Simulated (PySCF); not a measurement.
Stepwise substitution at one centre (Ga F-Br). All species are isolated molecules in the gas phase. Strings in code marks are SMILES.

The HOMO from two functionals at the same geometries (PBE0-D4/def2-TZVP), both in PySCF: PBE-D3(BJ)/def2-TZVP and PBE0-D4/def2-TZVP. 

```csv
species,PBE-D3(BJ)/def2-TZVP (eV)
0 of 3 F replaced by Br (`[F][Ga]([F])[F]`),-9.66
1 of 3 F replaced by Br,-8.06
2 of 3 F replaced by Br (`[F][Ga]([Br])[Br]`),-7.69
3 of 3 F replaced by Br (`[Br][Ga]([Br])[Br]`),-7.41
```

### Question
What does PBE0-D4/def2-TZVP give for each?

### Answer

- 0 of 3 F replaced by Br (`[F][Ga]([F])[F]`): -11.77
- 1 of 3 F replaced by Br: -9.42
- 2 of 3 F replaced by Br (`[F][Ga]([Br])[Br]`): -9.01
- 3 of 3 F replaced by Br (`[Br][Ga]([Br])[Br]`): -8.71
Over these rows, drawn at random from the members with no instability flagged (it was tested for open shells, ions and some series alone), PBE minus PBE0-D4: mean +1.52 eV, from +1.30 eV to +2.11 eV.
